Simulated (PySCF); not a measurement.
**Electron correlation in K⁺ (potassium, charge +1)**

[Ar], closed-shell 1S. Calculation: PySCF 2.14, in x2c-TZVPall; the spin-free X2C one-electron Hamiltonian (Gaussian nucleus). Frozen: [Ne] 3s2; 6 electrons correlated.

Total MP2 correlation energy: -126.28 mhartree.

Same-spin part -37.75 and opposite-spin part -88.52 mhartree; SCS-MP2 scales them by 1/3 and 6/5 to -118.81 mhartree.

| level | correlation energy (mhartree) |
| --- | --- |
| CCSD | -136.20 |
| (T) | -0.79 |
| CCSD(T) | -136.99 |

Diagnostics: T1 = 0.0012, D1 = 0.0018, largest double amplitude 0.023.

Cost of the coupled-cluster step: 0.09 s of wall time on 1 thread of Intel(R) Xeon(R) Platinum 8259CL CPU @ 2.50GHz (shared host), for 6 correlated electrons.

Iterations:

```
CC2 = 0
CCSD nocc = 3, nmo = 27
frozen orbitals [0, 1, 2, 3, 4, 5]
max_cycle = 100
direct = 0
conv_tol = 1e-08
conv_tol_normt = 1e-06
diis_space = 8
diis_start_cycle = 0
Init t2, MP2 energy = -601.42783115983  E_corr(MP2) -0.126278892847168
Init E_corr(CCSD) = -0.12627889285348
cycle = 1  E_corr(CCSD) = -0.135054199762092  dE = -0.00877530691  norm(t1,t2) = 0.0132663
cycle = 2  E_corr(CCSD) = -0.13593879087712  dE = -0.000884591115  norm(t1,t2) = 0.00291209
cycle = 3  E_corr(CCSD) = -0.136201054455291  dE = -0.000262263578  norm(t1,t2) = 0.000871514
cycle = 4  E_corr(CCSD) = -0.136199576108573  dE = 1.47834672e-06  norm(t1,t2) = 4.48765e-05
cycle = 5  E_corr(CCSD) = -0.136199384334657  dE = 1.91773916e-07  norm(t1,t2) = 4.46179e-06
cycle = 6  E_corr(CCSD) = -0.136199402698132  dE = -1.83634751e-08  norm(t1,t2) = 6.31843e-07
cycle = 7  E_corr(CCSD) = -0.136199403727754  dE = -1.02962128e-09  norm(t1,t2) = 6.94121e-08
CCSD converged
E(CCSD) = -601.4377516707107  E_corr = -0.1361994037277537
CCSD(T) correction = -0.000785127210442621
```
